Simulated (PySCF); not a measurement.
From one molecule to another.

First species: C4H7NOSi.
Cartesian coordinates in Å at the GFN2-xTB level; atoms count from 1:
```xyz
14
C4H7NOSi angstrom
N     -0.4436    2.8615    1.1642
C     -0.2314    1.7622    0.9243
C      0.0292    0.3947    0.5942
Si     1.7372    0.2782   -0.2979
C     -1.1243   -0.1684   -0.2406
C     -1.0695   -1.6623   -0.3440
O     -0.2310   -2.3606    0.1504
H      0.0882   -0.1696    1.5309
H      1.6405    1.1153   -1.4968
H      1.9959   -1.1085   -0.6578
H      2.7318    0.8103    0.6295
H     -1.1234    0.2482   -1.2522
H     -2.0938    0.0922    0.2009
H     -1.9065   -2.0938   -0.9273
```

Second species: C5H5NOS.
Cartesian coordinates in Å at the GFN2-xTB level; atoms count from 1:
```xyz
13
C5H5NOS angstrom
N      2.8555    0.9249   -0.5393
C      2.0721    0.2496   -0.0533
C      1.0280   -0.5296    0.5591
S      0.0212    0.5651    1.6232
C     -0.9872    1.0429    0.1784
C     -1.1621   -0.2274   -0.6339
C      0.0940   -1.0612   -0.5396
O      0.3570   -2.0184   -1.2047
H      1.4580   -1.3411    1.1496
H     -1.9261    1.4494    0.5450
H     -0.4468    1.8114   -0.3763
H     -1.9729   -0.8378   -0.2241
H     -1.3949   -0.0273   -1.6808
```

Levels: PBE0/pcSseg-1 for HOMO energy, LUMO energy and HOMO–LUMO gap. Geometries: GFN2-xTB. Each species is one conformer at its optimised geometry, gas phase, non-relativistic unless stated; the electronic structure was computed with PySCF and density fitting.

Dipoles, sizes and rotational constants follow the conformer. The torsions of the flexible species, by atom-mapped SMILES:
- `[N:1]#[C:2][C@H:3]([SiH3:4])[CH2:5][CH:6]=[O:7]`: C2–C3–C5–C6 -167°, C3–C5–C6–O7 0°

The conformers of `N#C[C@H]1SCCC1=O` aren't listed.

```tsv
property	column X	column Y
HOMO energy	-8.12 eV	-7.46 eV
LUMO energy	-1.24 eV	-1.67 eV
HOMO–LUMO gap	6.88 eV	5.79 eV
```

Task: Which column belongs to which species?

Result: Column X is the first species and column Y the second. The first has 14 atoms and 60 electrons, the second 13 and 66.

Task: How does each property change from the first species to the second?

Result: HOMO energy +0.66 eV; LUMO energy -0.43 eV; HOMO–LUMO gap -1.09 eV.

